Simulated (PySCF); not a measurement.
Isomers of C5H13OPSi, one conformer each; single-point electronic energies without zero-point terms and without any empirical dispersion term.

Computed with PySCF at PBE0/pcSseg-1, non-relativistic, each on one gas-phase PBE0-D3(BJ)/def2-SVP geometry that isn't relaxed in the solvent. The solvent is an IEF-PCM continuum (Bondi radii, 1.10 Å for H, scaled by 1.2). Specific hydrogen bonds and non-electrostatic terms are outside this model.

| isomer | relative energy, gas (kcal/mol) | dipole (D) |
| --- | --- | --- |
| `C1P([SiH2]C)CCOC1` | 0.0 | 0.91 |
| `[SiH3]CP1CCOCC1` | 9.9 | 0.85 |

Question: How do the relative energies look in chloroform (ε = 4.711)?

Answer: 
```json
{"isomer": "`C1P([SiH2]C)CCOC1`", "relative energy, solvent (kcal/mol)": "0.0", "E(solvent) − E(gas) (kcal/mol)": "-3.3", "dipole in solvent (D)": "1.11"}
{"isomer": "`[SiH3]CP1CCOCC1`", "relative energy, solvent (kcal/mol)": "9.9", "E(solvent) − E(gas) (kcal/mol)": "-3.4", "dipole in solvent (D)": "1.12"}
```

The order is unchanged. Conformers: `[CH3:1][SiH2:2][P:3]1[CH2:4][CH2:5][O:6][CH2:7][CH2:8]1` with C1–Si2–P3–C4 168°, Si2–P3–C4–C5 -153°, P3–C4–C5–O6 63°, C4–C5–O6–C7 -68°, C5–O6–C7–C8 68°; `[SiH3:1][CH2:2][P:3]1[CH2:4][CH2:5][O:6][CH2:7][CH2:8]1` with Si1–C2–P3–C4 -171°, C2–P3–C4–C5 156°, P3–C4–C5–O6 -64°, C4–C5–O6–C7 67°, C5–O6–C7–C8 -66°. The gains span 0.1 kcal/mol, the gas-phase energies 9.9 kcal/mol.
